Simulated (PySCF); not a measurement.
# Orbital energies, ionisation energy and electron affinity

Compound: C7H12BF.
Atom-mapped SMILES: `[BH2:1][C@@H:2]1[C@@H:3]([F:4])[C@H:5]2[CH2:6][C@@H:7]1[C@@H:8]2[CH3:9]` (hydrogens: H10, H11 on B1; H12 on C2; H13 on C3; H14 on C5; H15, H16 on C6; H17 on C7; H18 on C8; H19, H20, H21 on C9)

Structure used (PBE0-D3(BJ)/def2-SVP), in Å, numbered top down from 1:
```xyz
21
C7H12BF angstrom
B      2.2160    0.6342    1.2112
C      1.2401    0.8108    0.0145
C      0.2423    1.9986    0.0160
F      0.5332    2.9167   -0.9700
C     -1.0459    1.2417   -0.2815
C     -0.6047    0.3262   -1.4444
C      0.2628   -0.3196   -0.3434
C     -0.8922    0.0047    0.6459
C     -2.0626   -0.9527    0.7215
H      2.7000    1.6050    1.7502
H      2.5660   -0.4672    1.5748
H      1.9644    1.0035   -0.8113
H      0.2061    2.5526    0.9691
H     -1.9680    1.8395   -0.3103
H     -1.4119   -0.3215   -1.8084
H     -0.0943    0.7996   -2.2964
H      0.6804   -1.3324   -0.4348
H     -0.5563    0.2370    1.6752
H     -2.4568   -1.2256   -0.2681
H     -2.8902   -0.5087    1.2964
H     -1.7670   -1.8834    1.2301
```

Level: PBE0/def2-SVPD (PySCF). Frontier orbitals with their largest atomic shares (Löwdin; up to four atoms above 4 %):

| orbital | ε (eV) | main atoms |
| --- | --- | --- |
| HOMO−3 | -8.96 | C5 19 %, C8 18 %, C6 14 %, H18 8 % |
| HOMO−2 | -8.61 | C8 21 %, C7 20 %, C5 12 %, C9 7 % |
| HOMO−1 | -8.51 | C7 16 %, C2 16 %, B1 14 %, C6 10 % |
| HOMO | -8.43 | ? |
| LUMO | -1.49 | B1 52 %, C2 12 %, H11 10 %, H10 10 % |
| LUMO+1 | 0.67 | B1 25 %, C9 14 %, H21 6 %, H17 6 % |
| LUMO+2 | 1.06 | B1 32 %, C9 11 %, H12 6 %, H20 6 % |

Question: What vertical ionisation energy does ΔSCF give, and how far is −ε(HOMO) from it?

Answer: ΔSCF: 10.21 eV (985 kJ/mol; threshold wavelength 121 nm); ⟨S²⟩ of the doublet left behind is 0.753, against 0.75 for a pure doublet. −ε(HOMO) is 8.43 eV, 1.78 eV below it. In exact Kohn–Sham theory the two would be equal; PBE0 (global hybrid, 25 % exact exchange) falls short of its own ΔSCF value by 17 %. Holes in the HOMO−1 and HOMO−2 were tried too where these lie within 1.2 eV of the HOMO; the lowest converged state counts.

Question: On which atoms does the HOMO lie?

Answer: C2 (sp3 carbon bound to boron) 16 %, B1 (three-coordinate boron) 13 %, F4 (alkyl fluorine) 13 %, C3 (sp3 C–F carbon) 10 %, so no atom holds as much as 40 %. The HOMO−1 lies 0.08 eV lower.

Question: And the vertical electron affinity, the fundamental gap, Mulliken's electronegativity and the hardness (with the factor ½)?

Answer: EA = -0.20 eV by ΔSCF (−ε(LUMO) = 1.49 eV); a negative value means that the added electron isn't bound at this geometry and level, and the number then depends on the basis. IE − EA = 10.41 eV against an orbital gap of 6.94 eV; (IE + EA)/2 = 5.01 eV; (IE − EA)/2 = 5.21 eV.

Question: With α = 91.6 au, estimate the like-pair dispersion coefficient by London's formula C6 = (3/4)α²I.

Answer: I = 0.3754 Eh, so C6 ≈ 2360 au, a rough estimate.

Question: What kinetic energy would electrons from this vertical process carry with 118.2 nm light (10.49 eV)?

Answer: 10.49 − 10.21 = 0.28 eV.

Question: The lowest singlet excitation (vertical TDDFT, same level) lies at 5.42 eV. How far is it below IE − EA?

Answer: IE − EA = 10.41 eV, so by 4.99 eV.

Question: Shift the occupied levels rigidly so that −ε(HOMO) equals the ΔSCF value. What binding energies result?

Answer: The shift is +1.78 eV: HOMO 10.21, HOMO−1 10.29, HOMO−2 10.39, HOMO−3 10.74 eV. A rigid shift is only a rough guide to the deeper ionisations.

The structure is a single PBE0-D3(BJ)/def2-SVP conformer in the gas phase; no vibrational or solvent corrections.

These values come from a run that also computed excited states and ΔSCF ions. On one thread of an Arm Neoverse N1, no GPU, on a shared host, this took 19 min of wall time and 1.2 GiB of memory at its peak.
